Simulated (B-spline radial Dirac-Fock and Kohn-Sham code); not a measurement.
# L3 emission of Hf⁺

System: hafnium as Hf⁺, configuration 1s2 2s2 2p6 3s2 3p6 3d10 4s2 4p6 4d10 4f14 5s2 5p6 6s2 6p1 (an excited configuration).

Calculated with a radial finite-basis atomic code, using a relativistic independent-particle model: LDA orbitals of the hole state, radiative multipoles to third order, Auger rates from the Coulomb interaction with a continuum orbital, Dirac-Fock energies.

```csv
line,multipole,energy (eV),width (meV),share (%)
Lℓ (L3-M1),E1,6954.9,39.0,3.57
L3-M2,E2,7192.0,0.392,0.0359
L3-M3,E2,7447.8,0.357,0.0326
Lα2 (L3-M4),E1,7844.0,90.4,8.28
Lα1 (L3-M5),E1,7898.6,798,73.0
Lβ6 (L3-N1),E1,9018.1,9.34,0.855
Lβ15 (L3-N4),E1,9334.7,15.3,1.40
Lβ2 (L3-N5),E1,9345.3,137,12.6
Lβ7 (L3-O1),E1,9491.1,1.64,0.150
L3-N7,E2,9546.4,0.355,0.0325
L3-P1,E1,9567.0,0.261,0.0239
```

The listed lines hold 100.0 % of the radiative rate. The radiative width is 1.09 eV in the length form and 1.11 eV in the velocity form; the two differ because the transition energies are not eigenvalue differences of the potential that gave the orbitals.
